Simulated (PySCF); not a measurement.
BeH₂S₂, SMILES [Be]([SH])[SH]. Geometry: r2SCAN-D4/def2-TZVP. Other conformers were not sampled.

Computed equilibrium geometry at r2SCAN-D4/def2-TZVP (PySCF confirms it by a frequency run) as Cartesian coordinates in Å, and its point group (one conformer of several):
point group C2.
```xyz
5

Be     0.0000     0.0000     0.0331
S     -0.0582     1.9020     0.0519
H      0.8945     1.9800    -0.8965
S      0.0582    -1.9020     0.0519
H     -0.8945    -1.9800    -0.8965
```
Charge 0, spin multiplicity 1.
